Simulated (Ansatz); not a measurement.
`[NH2][Nb](=[S])([Cl])[Cl]` + H–F → `[NH2][Nb]([F])(=[S])[Cl]` + HCl at 400 K and 1 bar (ligand exchange at the Nb–Cl bond).

Calculated with Ansatz (gas phase, PBE0-D4/def2-TZVP geometries, no zero-point term in ΔE). CCSD(T)/CBS adds triple-zeta CCSD(T) − MP2 to the extrapolated MP2 energy (def2 sets, frozen cores). This one scheme is used for every species. def2 core potentials past Kr. For Nb outer-core shells are correlated without core-valence functions, which leaves a few kJ/mol of doubt a bond. One conformer a species, not always the lowest.

```
                    species  CCSD(T)/CBS energy (Eh)  H − E (kJ/mol)  S (J/(mol·K))
`[NH2][Nb](=[S])([Cl])[Cl]`              -1430.37174           112.7          408.8
                        H–F               -100.39570            36.5          182.2
 `[NH2][Nb]([F])(=[S])[Cl]`              -1070.38350           113.7          396.6
                        HCl               -460.38127            29.6          195.4
```

H − E and S are ideal-gas, rigid-rotor, harmonic terms from PBE0-D4/def2-TZVP, for one conformer and one mirror image of each species. 1 Eh = 2625.50 kJ/mol, R = 8.31446 J/(mol·K).

Q: By hand: ΔE, ΔH, ΔS and ΔG.

A: ΔE = (-1070.38350) + (-460.38127) − (-1430.37174) − (-100.39570) = 0.00267 Eh = 7.0 kJ/mol. Δ(H − E) = 113.7 + 29.6 − 112.7 − 36.5 = -5.9, so ΔH = 1.1 kJ/mol. ΔS = 396.6 + 195.4 − 408.8 − 182.2 = 1.0 J/(mol·K). ΔG = 1.1 − 400 × (1.0)/1000 = 0.7 kJ/mol.

Q: By hand: the equilibrium constant, and the temperature at which ΔG would vanish if ΔH and ΔS stayed fixed.

A: log₁₀ K = −ΔG/(RT ln 10) = -0.1. ΔG = 0 at ΔH/ΔS = 1100 K, though so small a ΔH makes that figure unsure.

TΔS isn't small against ΔH here. The sign of ΔG lies within the doubt. A doubt of 5 kJ/mol in ΔE shifts log₁₀ K by 0.7 here. Other conformers and mirror images would add mixing entropy, several J/(mol·K) or more a flexible species. These are equilibria of isolated gas molecules and say nothing of rates. Largest T1 diagnostic: 0.023 (customary marks: 0.02 for closed shells, 0.045 for open ones).
